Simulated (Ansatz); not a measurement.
Process, species as SMILES: NC1CCCC1 → NC1[CH]CCC1 + H atom (the C-H bond at the site shown breaks; other sites are not compared here)
Geometries: B3LYP-D3(BJ)/def2-TZVP minima from Ansatz (a program for electronic structure), one conformer each, not searched for the lowest.

Property: bond dissociation energy (electronic energy difference), in kcal/mol. Valence correlation only, unless marked. Open shells are spin-unrestricted. Spin-orbit coupling is left out. No relativistic terms. CBS marks a two-point X^-3 extrapolation of the correlation energy; Hartree-Fock from the larger set. The bracket is a focal-point correction in the basis named.

```tsv
level	program	bond dissociation energy (kcal/mol)
B3LYP-D4/def2-TZVPD	Ansatz + dftd4	…
PBE0-D4/def2-TZVPD	Ansatz + dftd4	…
r2SCANh-D4/def2-TZVPD	Ansatz + dftd4	98.9
CCSD(T) with core electrons/cc-pwCVTZ	Ansatz	104.8
RI-MP2/CBS(cc-pVTZ,cc-pVQZ)+[CCSD(T)-MP2]/cc-pVTZ	Ansatz	106.1
```

Q: What belongs in the gaps?

A: 
- B3LYP-D4/def2-TZVPD, bond dissociation energy (kcal/mol): 102.3
- PBE0-D4/def2-TZVPD, bond dissociation energy (kcal/mol): 100.5
